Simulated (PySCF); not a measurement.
Pr⁵⁷⁺: ionisation energy

Pr⁵⁷⁺ 1s2 (1S) → Pr⁵⁸⁺ 1s1 (2S), as a difference of total energies. Computed with PySCF 2.14 in an uncontracted even-tempered set (17 s from 140 bohr⁻², ratio 2.2; 7 p from 210 bohr⁻², ratio 2.4; 4 d from 620 bohr⁻², ratio 2.4; 3 f from 930 bohr⁻², ratio 2.4; 3 g from 1400 bohr⁻², ratio 2.4), with the spin-free X2C one-electron Hamiltonian (Gaussian nucleus). Correlated levels: nothing frozen; virtual orbitals above 40 to 60 times the deepest correlated orbital energy dropped. The calculations carry no spin-orbit coupling.

```csv
method,ionisation energy (eV),difference from reference (eV)
UHF,48665.3,+93.6
LDA,48597.0,+25.3
PBE,48663.6,+91.9
PBE0,48664.3,+92.6
r2SCAN,48670.6,+98.9
revPBE,48671.8,+100.1
MN15,48732.0,+160.3
MP2 (all electrons),48667.0,+95.3
SCS-MP2 (all electrons),48667.4,+95.7
```

Reference: 48571.71 ± 0.05 eV (theoretical estimate listed by NIST; NIST Atomic Spectra Database, ionization energies).

For this ion Breit and QED terms and the two-electron picture change, all absent here, outweigh the differences among the correlated methods.
